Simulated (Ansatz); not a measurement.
CH5BCl2Se, relaxed with RKS PBE0-D4/def2-TZVP in Ansatz 0.2.0 from a PBE-D4/def2-SVP geometry. The force threshold is 0.005 eV/Å; the program also tests the step.

Total charge 0; spin multiplicity 1. The bonds changed during the relaxation, so this is another structure than the one it started from.

Start:

```xyz
10

C     1.064    0.895   -0.562
B    -0.273    0.888    0.250
Cl   -0.268    0.696    2.019
Cl   -1.802    1.402   -0.497
Se   -0.887   -2.149   -0.329
H     1.833    0.226   -0.129
H     1.474    1.930   -0.515
H     0.915    0.655   -1.632
H    -0.060   -2.681    0.783
H    -1.996   -1.863    0.613
```

Task: How much energy does the relaxation release, and in how many steps? (Estimate.)

Result: The calculation gave: 0.90 kcal/mol, in 18 steps, 2 of them rejected.

Task: Which bonds change most? (Best estimate.)

Result: Computed: B2–Cl3 from 1.779 to 1.757 Å; B2–Cl4 from 1.777 to 1.756 Å; Se5–H9 from 1.484 to 1.467 Å; C1–H7 from 1.115 to 1.098 Å.

Task: Give the relaxed structure. (An estimate is asked.)

Result: The calculation gave: 
```xyz
10

C     1.064    0.944   -0.565
B    -0.238    0.986    0.277
Cl   -0.206    0.747    2.017
Cl   -1.771    1.451   -0.442
Se   -0.865   -2.350   -0.327
H     1.816    0.282   -0.136
H     1.490    1.957   -0.573
H     0.874    0.668   -1.603
H    -0.150   -2.777    0.881
H    -2.014   -1.909    0.470
```
